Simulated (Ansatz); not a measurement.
Reactions of `CC(C)(F)C=O`.

Isolated molecules relaxed with PBE0-D4/def2-TZVP in Ansatz; ΔE leaves out vibrations. CBS: MP2 limit from def2 TZ/QZ plus the TZ coupled-cluster correction, frozen cores. This one scheme is used for every species. Each species was taken in one conformer, which may not be the lowest.

```
                                           reaction  CCSD/CBS(def2) (kcal/mol)
          `CC(C)(F)C=O` + H–F → `CC(F)(F)C=O` + CH₄                        5.6
          `CC(C)(F)C=O` + H–F → `CC(C)(F)F` + `C=O`                        6.8
  `CC(C)(F)C=O` + `CC(N)O` → `CC(O)NC=O` + `CC(C)F`                      -10.4
          `CC(C)(F)C=O` + H₂S → `CC(C)(F)S` + `C=O`                       11.8
`CC(C)(F)C=O` + `O[SiH3]` → `O=CO[SiH3]` + `CC(C)F`                       -7.6
```

**Question.** Give the CCSD(T)/CBS values in the same order. (Estimate.)

**Answer.** Computed: 5.9, 7.5, -10.4, 11.4, -7.7 kcal/mol.

Largest T1 diagnostic: 0.016, for `O=CO[SiH3]`.
